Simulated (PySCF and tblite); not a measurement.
The numbers below are computed, except where a source is named.
System: C₅H₅BF₂, numbered as in [F:1][BH:2][C:3]1=[CH:4][CH2:5][C:6]([F:7])=[CH:8]1.

For the rotation about the B2–C3 bond (torsion F1–B2–C3–C4 from 0° to 180°, rising): electronic barrier 6.66 kcal/mol, zero-point change -0.22 kcal/mol, thermal and entropy terms at 200 K a further 0.18 kcal/mol (symmetry numbers apart). The minimum is Cs, the saddle C1. The path came from a restrained scan, a climbing-image band and a saddle search at GFN2-xTB; energies are PBE0/pcSseg-1 + D3(BJ)//GFN2-xTB, thermal terms GFN2-xTB. Rates follow Eyring's equation with the number of equivalent paths and no tunnelling. (PySCF 2.14 with density fitting, tblite 0.8.)

How many equivalent paths lead out of the minimum?

2: the symmetry number of the minimum is 1, that of the saddle displaced along its mode 1, and the displaced saddle is chiral while the minimum is not, which doubles the count.

Work out the rate at 200 K.

ΔG‡ = 6.62 kcal/mol; k_B T/h = 4.2×10¹² s⁻¹; exp(−ΔG‡/RT) = 5.8×10⁻⁸; times 2 gives k = 4.9×10⁵ s⁻¹. Wigner's tunnelling factor for the 105i cm⁻¹ mode would be 1.02.
